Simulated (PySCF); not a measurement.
Ge(OH)3(PH2) (GeH₅O₃P), SMILES [OH][Ge]([OH])([OH])[PH2]. Atoms are numbered in the order given.

```xyz
10

O     -0.3793     0.0968     1.8622
Ge    -0.2540     0.0161     0.0911
O     -1.1097     1.5038    -0.4027
O     -1.1098    -1.4382    -0.4686
P      1.8847    -0.1447    -0.7937
H     -0.7782     0.9365     2.1330
H     -1.2914     1.5408    -1.3514
H     -1.8658    -1.6431     0.0999
H      2.1885    -1.2725     0.0286
H      2.3953     0.7952     0.1539
```
Charge 0, spin multiplicity 1.

Geometry: B3LYP-D3(BJ)/def2-SVP. The structure was generated by enumeration, and PubChem lists no compound with its InChIKey, so it may never have been made. One conformer was computed; it need not be the lowest.

The numbers are results of B3LYP-D3(BJ)/def2-SVP run with PySCF, not measurements.

Frequencies are harmonic and unscaled.

```tsv
mode	ν (cm⁻¹)	IR (km/mol)	moving atoms (share of kinetic energy)
1	71	27.4	H 83 %, O 14 %
2	99	51.5	H 52 %, O 40 %
3	136	9.3	O 52 %, P 24 %, H 13 %, Ge 11 %
4	161	54.2	H 43 %, O 32 %, Ge 14 %, P 11 %
5	187	22.9	H 45 %, O 38 %, Ge 15 %
6	219	7.9	H 53 %, O 39 %
7	246	34.6	O 47 %, H 32 %, P 14 %
8	259	41.0	O 48 %, H 41 %
9	310	111.8	H 62 %, O 34 %
10	370	44.9	P 53 %, Ge 32 %, O 8 %
11	665	23.0	H 81 %, O 10 %, P 8 %
12	691	82.4	O 81 %, Ge 10 %, H 9 %
13	705	55.8	H 65 %, O 30 %
14	715	68.4	O 57 %, H 25 %, Ge 18 %
15	726	91.9	O 66 %, Ge 23 %, H 11 %
16	870	53.2	H 91 %
17	895	127.1	H 89 %, O 9 %
18	908	99.9	H 88 %, O 10 %
19	1093	14.9	H 97 %
20	2382	30.1	H 97 %
21	2395	40.3	H 97 %
22	3819	78.6	H 94 %
23	3823	81.7	H 94 %
24	3840	72.7	H 94 %
```
